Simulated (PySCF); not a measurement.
A series of related molecules.

All values: CAM-B3LYP/def2-SVPD (PySCF) at PBE0-D3(BJ)/def2-SVP geometries, gas phase, one conformer each. Core orbitals are frozen in the response; Δα² is half the sum of the squared differences of the principal polarisabilities. Atoms past krypton carry effective core potentials. The calculation is non-relativistic apart from the core potentials, for germanium and bromine too.

(1) Rank by dipole moment, lowest first.
A. GeMeBr3, `[Br][Ge]([Br])([Br])[CH3]`
B. GeMe(SiH3)3, `[SiH3][Ge]([SiH3])([SiH3])[CH3]`
C. GeMeI3, `[I][Ge]([I])([I])[CH3]`
D. GeMeF3, `[F][Ge]([F])([F])[CH3]`

(2) Rank by mean static polarisability, highest first.
A. GeMeBr3 (`[CH3][Ge]([Br])([Br])[Br]`)
B. GeMe(SiH3)3 (`[CH3][Ge]([SiH3])([SiH3])[SiH3]`)
C. GeMeF3 (`[CH3][Ge]([F])([F])[F]`)
D. GeMeI3 (`[CH3][Ge]([I])([I])[I]`)

(3) Rank by HOMO–LUMO gap, lowest first.
A. GeMeBr3 (`[CH3][Ge]([Br])([Br])[Br]`)
B. GeMe(SiH3)3 (`[CH3][Ge]([SiH3])([SiH3])[SiH3]`)
C. GeMeF3 (`[CH3][Ge]([F])([F])[F]`)
D. GeMeI3 (`[CH3][Ge]([I])([I])[I]`)

## Answers

(1) B (0.85 D), C (1.86 D), A (2.43 D), D (3.87 D).

(2) D (22.57 Å³), B (20.65 Å³), A (15.90 Å³), C (5.85 Å³).

(3) D (7.04 eV), A (8.74 eV), B (9.54 eV), C (12.29 eV).

All values together:

```json
{"SMILES": "[CH3][Ge]([F])([F])[F]", "formula": "CH3F3Ge", "μ (D)": "3.87", "HOMO (eV)": "-12.16", "LUMO (eV)": "0.13", "α (Å³)": "5.85", "Δα (Å³)": "0.98", "electrons": "68", "α per electron (Å³)": "0.086", "ΔSCF removal energy (eV)": "13.27"}
{"SMILES": "[CH3][Ge]([SiH3])([SiH3])[SiH3]", "formula": "CH12GeSi3", "μ (D)": "0.85", "HOMO (eV)": "-8.86", "LUMO (eV)": "0.68", "α (Å³)": "20.65", "Δα (Å³)": "2.64", "electrons": "92", "α per electron (Å³)": "0.224", "ΔSCF removal energy (eV)": "–"}
{"SMILES": "[CH3][Ge]([I])([I])[I]", "formula": "CH3GeI3", "μ (D)": "1.86", "HOMO (eV)": "-8.75", "LUMO (eV)": "-1.71", "α (Å³)": "22.57", "Δα (Å³)": "5.09", "electrons": "200", "α per electron (Å³)": "0.113", "ΔSCF removal energy (eV)": "9.50"}
{"SMILES": "[CH3][Ge]([Br])([Br])[Br]", "formula": "CH3Br3Ge", "μ (D)": "2.43", "HOMO (eV)": "-9.72", "LUMO (eV)": "-0.99", "α (Å³)": "15.90", "Δα (Å³)": "1.94", "electrons": "146", "α per electron (Å³)": "0.109", "ΔSCF removal energy (eV)": "10.58"}
```

A dash marks a removal energy that wasn't run or isn't settled.
